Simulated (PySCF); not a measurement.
# What a mistake does to a calculation on AlBH5OSi

All numbers below are calculated, not measured. The program is PySCF 2.14.0, an open-source quantum chemistry code, run on an isolated molecule that a program drew, which may never have been made. The molecule is AlBH5OSi (charge 0, doublet), drawn as the SMILES string `O[B]([AlH])[SiH3]`.

Each row is a Hartree-Fock (HF) and frozen-core CCSD(T) single point in the cc-pV(D+d)Z basis, meant for a local HF minimum. Run 1 is clean. Each other run has one planted mistake out of seven kinds, and not every kind appears here: one electron removed, one electron added, multiplicity raised by two, geometry at a saddle point, minimal basis STO-3G, one bond length entered in bohr, all coordinates scaled. The reference is restricted for singlets and unrestricted otherwise, and also for a bond in bohr. Adding or removing an electron swaps singlet and doublet. Electrons count all cores. HOMO and LUMO are orbital energies over both spins, the gradient is its largest component, and the lowest frequency (negative if imaginary) is given only where the gradient is small. Bond lengths are over the 8 bonds as drawn. T1 is the CCSD diagnostic: over 0.02 (restricted) or 0.045 (unrestricted) a single reference is doubtful.

Geometry of the clean run:
```xyz
9
AlBH5OSi, angstrom
O    -1.1157    2.0731   -0.9545
B    -0.7310    0.9105   -0.3682
Al   -1.0395    0.3070    1.7144
Si    0.3389   -0.3601   -1.5983
H    -1.6081    2.6619   -0.4035
H    -1.9955   -0.9202    2.0751
H    -0.5858   -1.0577   -2.5314
H     1.3659    0.3540   -2.4002
H     1.0329   -1.4081   -0.7987
```

```
run,electrons,basis functions,<S^2>,HOMO (eV),LUMO (eV),gradient (hartree/bohr),lowest frequency (cm^-1),mean bond (Å),longest bond (Å),T1,HF (hartree),CCSD(T) (hartree),mistake
1,45,99,0.779,-7.55,0.48,7.2e-06,47,1.5774,2.190,0.0205,-633.29538,-633.77968,no fault
2,46,99,0.000,-0.50,5.71,3.1e-02,-,1.5774,2.190,0.0216,-633.28460,-633.80221,one electron added
3,45,99,3.763,-6.10,-0.99,5.2e-02,-,1.5774,2.190,0.0299,-633.20534,-633.68123,multiplicity raised by two
4,44,99,0.000,-14.58,-6.05,4.6e-02,-,1.5774,2.190,0.0217,-633.04448,-633.52852,one electron removed
5,45,99,0.779,-7.71,0.36,5.3e-02,-,1.6737,2.324,0.0216,-633.27073,-633.76135,?
```

**Which mistake was planted in run 5, and what did it cost?**

The mean and the longest bond both change by the same factor, 1.061, and the gradient is no longer small. So the mistake is: all coordinates scaled. Subtracting run 1 and multiplying by 627.51 kcal/mol a hartree, the energy moved by 15.5 kcal/mol in HF and 11.5 kcal/mol in CCSD(T).

Cautions from the logs. Run 2: T1 is over the limit, so its CCSD(T) energy is less reliable; run 4: T1 is over the limit, so its CCSD(T) energy is less reliable.
